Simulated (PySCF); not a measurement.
## Excitation energy of Kr⁺ by level of theory

Kr⁺ [Ar] 3d10 4s2 4p5 (2P) → Kr⁺ [Ar] 3d10 4s1 4p6 (2S), as a difference of total energies. Computed with PySCF 2.14 in aug-cc-pVQZ-PP with one added diffuse shell each of s, p, d, f, g type with ECP10MDF (8s7p6d4f3g, 114 functions), with a scalar-relativistic core potential. Correlated levels: valence: 3s2 3p6 3d10 frozen. The calculations carry no spin-orbit coupling.

```tsv
method	excitation energy (cm⁻¹)
UHF	144010
LDA	116890
PBE	117020
PBE0	123770
r2SCAN	122560
BP86	117050
BHandHLYP	130470
MN15	119980
MP2 (valence)	124590
SCS-MP2 (valence)	122410
```

Errors of the correlated levels include the incompleteness of this basis and the frozen core.

Every method misses the reference by a wide margin, which points to the basis or the choice of state and not to the methods.

For comparison: 107210 cm⁻¹ (measured; NIST levels, between the centres of gravity of the two terms).
